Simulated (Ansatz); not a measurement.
Correlation energies of `FB(S)O[SiH3]` by basis set

Z-matrix (Å, degrees):
```
Si
O 1 1.653
H 1 1.485 2 110.1
H 1 1.481 2 107.9 3 -120.4
H 1 1.481 2 107.9 3 120.4
B 2 1.343 1 138.3 3 -0.1
S 6 1.819 2 122.1 1 0.2
F 6 1.328 2 118.4 1 -179.8
H 7 1.342 6 94.8 2 -180.0
```

Total charge 0; spin multiplicity 1. Geometry: relaxed with PBE0-D4/def2-TZVP. It is one conformer, not always the lowest. Frozen core, restricted reference, Ansatz 0.2.0. CBS rows extrapolate triple and quadruple zeta.

```json
{"basis": "def2-TZVPP", "HF (Eh)": "-888.08531", "MP2 corr.": "-0.87439"}
{"basis": "def2-QZVPP", "HF (Eh)": "-888.11523", "MP2 corr.": "-0.94921"}
```

Estimate the CCSD correlation energy and the (T) correction in each basis where they were run (hartree).


```
     basis  CCSD corr.       (T)
def2-TZVPP    -0.91550  -0.03325
def2-QZVPP    -0.98136  -0.03836
 CBS(def2)    -1.03014  -0.04214
```
